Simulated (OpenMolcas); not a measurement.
V4+ (d1) among equal point charges was computed by CASSCF with the d shell active (OpenMolcas, ANO-RCC-VDZP on the metal). Its lowest spin-free states, and all those of the highest spin:

```json
{"2S+1": "2", "Degeneracy": "1", "E (cm-1)": "0.0"}
{"2S+1": "2", "Degeneracy": "2", "E (cm-1)": "980.5"}
{"2S+1": "2", "Degeneracy": "2", "E (cm-1)": "3933"}
```

**Question.** Is the site octahedral, tetrahedral or cube-like, axial, or of lower symmetry?

**Answer.** The states with 2S+1 = 2 have orbital degeneracies 1, 2, 2. There are pairs but no triples, so the site is axial: not cubic, but with a proper or improper axis of order three or more. The run had V4+ among 6 point charges of -0.98 e arranged as a trigonal antiprism (D3d), 1.84 Å from the ion, with a polar angle of 58.0° against the regular 54.74°.

The ground term spreads over less than 5000 cm-1, several times less than with real ligands, so orbital moments are less quenched and χT lies further from the spin-only value than at real sites. Point charges carry no covalency, so the field is a model and not that of real ligands. No measured value stands beside these numbers.
